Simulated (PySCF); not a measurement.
Electronic structure of Ni (nickel, neutral) at the UHF level

Configuration: [Ar] 3d9 4s1, high-spin 3D determinant (an excited configuration). Calculation: PySCF 2.14, in STO-3G; the non-relativistic Hamiltonian (point nucleus).

* Total energy: -1488.566793 hartree
* One-electron energy: -2106.0468 hartree
* Hartree (Coulomb) energy: 681.4471 hartree
* Exchange energy: -63.9671 hartree
* Kinetic energy: 1500.07464 hartree
* ⟨S²⟩: 2.0003
* ⟨L²⟩: 6.000
* Sum of ⟨r⟩: 18.43 bohr
* Sum of ⟨r²⟩: 22.56 bohr²
* Traceless quadrupole moment −½Σ⟨3z² − r²⟩ along its main axis: -0.215 e·bohr²
* Density at the nucleus (Gaussians lack the cusp): 9810 bohr⁻³
* Spin density at the nucleus: 3.32 bohr⁻³
* Langevin diamagnetic susceptibility: -17.9 ×10⁻⁶ cm³/mol

```csv
shell,electrons,mean orbital energy (hartree),spread (hartree),"rms radius, mean of both spins (bohr)"
1s α,1,-300.82483,0,0.0640
1s β,1,-300.82125,0,0.0640
2s α,1,-35.52949,0,0.263
2s β,1,-35.49946,0,0.263
2p α,3,-31.16141,0.04299,0.242
2p β,3,-31.13480,0.01281,0.242
3s α,1,-3.60586,0,0.836
3s β,1,-3.47534,0,0.836
3p α,3,-2.07086,0.10251,0.918
3p β,3,-1.92485,0.06508,0.918
4s α,1,-0.12655,0,2.99
3d α,5,0.81977,0.12485,0.861
3d β,4,0.89323,0.09201,0.861
```

At UHF the highest occupied level has a positive energy, so only the finite basis holds that electron; for this excited configuration the basis is too tight for the outer shell.

Spin-orbit constants ζ (cm⁻¹) from the X2C one-electron operator on these orbitals (non-relativistic here): bare nucleus, nucleus screened by l(l+1)(2l+1)/3 electrons, and screened by the Breit-Pauli mean field of the electrons.

```tsv
shell	bare	screened nucleus	mean field
2p	75810	70390	67030
3p	8072	7496	7034
3d	856.6	550.7	438.3
```

To first order the Landé constant is A = -219.1 cm⁻¹, so the lowest level has J = 3 and lies 0.0543 eV below the centre of the term. This holds in LS coupling only.
